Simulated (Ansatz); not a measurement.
CH$_{5}$FInNSi (`[F][In]1[CH2][SiH2][NH]1`). Total charge 0; spin multiplicity 1. In: def2 effective core potential. All single points use the PBE0-D4/def2-TZVP geometry.

```xyz
10

F     2.160    1.522    2.422
In    0.867    0.720    1.225
C    -1.108    0.033    0.666
Si   -0.359   -0.505   -0.988
N     1.255    0.004   -0.667
H    -1.478   -0.759    1.318
H    -1.838    0.842    0.633
H    -0.528   -1.973   -1.202
H    -1.025    0.187   -2.131
H     2.055   -0.072   -1.275
```

Task: What is the dipole moment at B3LYP/def2-TZVPP? (Estimate.)

Result: The calculation gave: 1.49 D, with components (-1.39, -0.44, -0.29) D in this frame, pointing from negative to positive charge.

Task: And with PBE, r2SCAN, ωB97M-V? (An estimate is asked.)

Result: Computed: PBE 1.34 D, r2SCAN 1.38 D, ωB97M-V 1.29 D.

Task: Give the Mulliken charges with B3LYP, PBE, r2SCAN in def2-TZVPP. (Best estimate.)

Result: The calculation gave: 
```csv
atom,B3LYP,PBE,r2SCAN
F1,-0.46,-0.40,-0.45
In2,0.82,0.72,0.84
C3,-0.47,-0.42,-0.44
Si4,0.45,0.34,0.47
N5,-0.51,-0.45,-0.56
H6,0.13,0.13,0.12
H7,0.13,0.13,0.12
H8,-0.10,-0.09,-0.11
H9,-0.10,-0.09,-0.11
H10,0.12,0.13,0.13
```

B3LYP here is the variant with VWN-RPA as its local correlation; programs differ in this.
